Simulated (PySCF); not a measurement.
**How methods differ on the excitation energy of Cu**

Cu [Ar] 3d10 4s1 (2S) → Cu [Ar] 3d9 4s2 (2D), as a difference of total energies. Calculation: PySCF 2.14, in x2c-TZVPPall with one added diffuse shell each of s, p, d, f type (7s6p5d3f1g, 80 functions); the spin-free X2C one-electron Hamiltonian (Gaussian nucleus). Correlated levels: valence: [Ar] frozen. The calculations carry no spin-orbit coupling.

```csv
method,excitation energy (eV)
UHF,-0.187
MP2 (valence),2.300
SCS-MP2 (valence),1.805
CCSD (valence),1.139
CCSD(T) (valence),1.324
```

Errors of the correlated levels include the incompleteness of this basis and the frozen core.

Problem. Which method comes closest to the reference value, and which is furthest?

Solution. The reference is 1.490 eV (measured; NIST levels, between the centres of gravity of the two terms). Closest: CCSD(T) (valence) (error -0.166 eV); furthest: UHF (error -1.677 eV).
